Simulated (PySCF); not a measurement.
CH₃ClGa, SMILES [CH3][Ga+][Cl], charge +1. The structure is a stationary point at ωB97X-D3(BJ)/def2-TZVP. The spin state was assumed, not searched. The isomer is the one that the SMILES or the coordinates give; other isomers of the formula were not compared.

TDDFT-PBE/def2-SVPD (PySCF) puts the lowest singlet excitations at 5.95, 5.95, 6.19, 6.28, 6.28, 6.82 eV.

Problem. What are the lowest excitation roots from ADC(2)/aug-cc-pVDZ (PySCF)? (Estimate from the structure and the level; the computed values follow.)

Solution. 7.07, 7.07, 7.29, 7.29, 7.33, 7.73 eV. S1 differs by 1.12 eV (second minus first; roots are paired by order, and the bases may differ).
